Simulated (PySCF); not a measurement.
Compound: C₈H₉O (doublet state).
Cartesian coordinates in Å at the GFN2-xTB level; atoms count from 1:
```
atom  x, y, z in Å
C1    -2.7340    0.3431    0.3431
C2    -1.4760   -0.4718    0.5040
O3    -1.3640   -1.3814    1.2875
C4    -0.3308    0.0049   -0.3794
C5     0.3623    1.0047    0.4678
C6     1.5766    0.1783    0.6491
C7     2.5584    0.3852   -0.4953
C8     1.9920   -0.5292   -1.2782
C9     0.9292   -0.8889   -0.2844
H10   -3.4009    0.1708    1.1842
H11   -3.2355    0.0299   -0.5722
H12   -2.5005    1.4009    0.2578
H13   -0.6882    0.2900   -1.3719
H14    0.0336    1.9195    0.9172
H15    1.9795   -0.0017    1.6423
H16    3.3602    1.0920   -0.6050
H17    2.1618   -0.8689   -2.2832
H18    0.7678   -1.9204    0.0051
```

The hyperfine couplings belong to this conformer and change with its torsions.

Identity: `CC(=O)[C@H]1[CH][C@@H]2C=C[C@@H]21` [radical].

Level of theory: UKS B3LYP, pcH-1 on C H O, non-relativistic, mean-field spin-orbit, GIAO in PySCF 2.14.0. Isolated species at its GFN2-xTB geometry (one conformer only). Couplings are sensitive to structure, and on GFN2-xTB geometries they can be far from those on DFT ones. No stability test was run, so a lower SCF solution isn't excluded.

The largest Mulliken spin populations are on C5 (+0.96), C6 (-0.08) and C4 (-0.08). C5 is the only atom above +0.15. The positive populations add up to 1.20 and the negative ones to -0.20, together 2S = 1. The angles at C5 add up to 359.3°, so it is planar; its axial dipolar tensor and the negative coupling of its proton fit spin in a p orbital normal to that plane.

Problem. McConnell's relation a(H) = Q·ρ ties the coupling of a proton on a planar π carbon to the spin population of that carbon. What Q do the computed values give?

Solution. 
| H | C | ρ(C) | a(H) (G) | a/ρ (G) |
| --- | --- | --- | --- | --- |
| H14 | C5 | +0.959 | -21.86 | -22.8 |

One proton gives one ratio, Q = -22.8 G, and no test of linearity. In McConnell's picture π spin on carbon polarises the C–H bond and leaves opposite spin at the proton, which makes Q negative, as found here.

Problem. How do the β-proton couplings of this frozen conformer go with θ, the angle between the C–H bond and the normal to the plane of the spin centre's three neighbours, both seen down the bond from centre to carbon?

Solution. 
```json
{"β H": "H13", "on": "C4", "centre": "C5", "θ (°)": "32", "cos²θ": "0.72", "a (G)": "+31.50"}
{"β H": "H15", "on": "C6", "centre": "C5", "θ (°)": "42", "cos²θ": "0.55", "a (G)": "+19.76"}
```

Couplings in gauss use g_iso = 2.0029.
